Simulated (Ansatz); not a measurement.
Br$_{2}$F$_{2}$Sn, SMILES `[F][Sn]([F])([Br])[Br]`. Charge 0, multiplicity 1. Sn: def2 effective core potential.

Q: What are the harmonic wavenumbers in cm⁻¹ at PBE0-D4/def2-TZVP (Ansatz, finite differences of forces, unscaled)? (Best estimate.)

A: Computed: 68, 110, 115, 157, 172, 259, 304, 651, 658.

Q: Is this a minimum?

A: Yes, all 9 modes are real.

Q: Give the ideal-gas thermochemistry at 298.15 K and 1 bar (rigid rotor, harmonic oscillator; point group C2v, symmetry number 2).

A: Zero-point energy 14.9 kJ/mol; H(298) − E = 36.9 kJ/mol; entropy 384.5 J/(mol·K), of which translation 180.7, rotation 122.6, vibration 81.3; G(298) − E = -77.7 kJ/mol. Modes under 100 cm⁻¹ are hindered rotations or soft bends, so the harmonic entropy is rough.
